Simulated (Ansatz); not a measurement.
```yaml
crystal:
  periodic: [false, false, false]
  atoms:
    - {symbol: O, position_ang: [-0.431618, -1.063743, 1.981048]}
    - {symbol: C, position_ang: [-0.055360, -0.571879, 0.955484]}
    - {symbol: Al, position_ang: [1.660707, -0.580475, -0.171460]}
    - {symbol: Se, position_ang: [0.599658, 0.685176, -1.817535]}
    - {symbol: Si, position_ang: [-1.072349, 0.569639, -0.284953]}
    - {symbol: F, position_ang: [-1.395767, 1.997006, 0.357082]}
    - {symbol: H, position_ang: [3.134302, -1.155075, -0.225717]}
    - {symbol: H, position_ang: [-2.347475, 0.062350, -0.849650]}
basis:
  gaussian: {orbitals: pcseg-2}
hamiltonian: {xc: {name: B97}}
accuracy: high
output: {forces: true}
```

```sh
$ ansatz run in.yaml --threads 4 --pin off --events-out ev --progress --plain --max-ram 10444MiB
```

It prints (some lines left out):

```
Functional definition: B97
  name "B97"
  cite "Becke, J. Chem. Phys. 107, 8554 (1997) doi:10.1063/1.475007"
  parameter cx = 0.1943
  parameter cx0 = 0.8094
  parameter cx1 = 0.5073
  parameter cx2 = 0.7481
  parameter css0 = 0.1737
  parameter css1 = 2.3487
  parameter css2 = -2.4868
  parameter cos0 = 0.9454
  parameter cos1 = 0.7471
  parameter cos2 = -4.5961
  exchange = spin_sum(e_x_unif_s*poly(b97_u_x, cx0, cx1, cx2)) + cx*exact_x
  correlation = spin_sum(e_c_pw_same_spin*poly(b97_u_same, css0, css1, css2))
      + integral(e_c_pw_opposite_spin*poly(b97_u_opposite, cos0, cos1, cos2))
4021 factors; integrals over basis functions are off by at most 4.6e-9 eV
mean field evaluation 1: about -85650.7422 eV, gradient 5.8e1 eV
mean field evaluation 2: about -85595.9880 eV, gradient 1.4e2 eV
mean field evaluation 4: about -85657.0338 eV, gradient 1.2e1 eV
mean field evaluation 8: about -85657.3001 eV, gradient 5.0e-1 eV
mean field evaluation 16: about -85657.4788 eV, gradient 4.5e-4 eV
mean field -85657.47884263 eV, -3147.8542867422 hartree, gradient 4.1e-8 eV, S^2 0.000000; 0 other end points of the search recorded, 0 dependent functions left out
the calculation of the forces begins
reference -85657.47884533 eV, -3147.8542868415 hartree; 43, 43 occupied and 186, 186 virtual orbitals, 4021 factors
Total energy: -85657.47884533 eV, -3147.8542868415 hartree
Atom 0 at    -0.431618    -1.063743     1.981048 Å, force    -0.143461    -0.208625     0.421376 eV/Å
Atom 1 at    -0.055360    -0.571879     0.955484 Å, force     0.123901     0.115316    -0.263436 eV/Å
Atom 2 at     1.660707    -0.580475    -0.171460 Å, force     0.174099    -0.068512     0.011330 eV/Å
Atom 3 at     0.599658     0.685176    -1.817535 Å, force     0.096989     0.052945    -0.204699 eV/Å
Atom 4 at    -1.072349     0.569639    -0.284953 Å, force    -0.192050    -0.076009    -0.080392 eV/Å
Atom 5 at    -1.395767     1.997006     0.357082 Å, force    -0.056120     0.179420     0.095206 eV/Å
Atom 6 at     3.134302    -1.155075    -0.225717 Å, force    -0.019213     0.005285     0.003630 eV/Å
Atom 7 at    -2.347475     0.062350    -0.849650 Å, force     0.015854     0.000180     0.016986 eV/Å
Dipole moment:     0.260033    -0.198290    -0.224331 e Å
```

Hardware: 4 threads of an Arm Neoverse V1 on a shared host. Wall time 50 s, peak host memory 1.8 GiB.
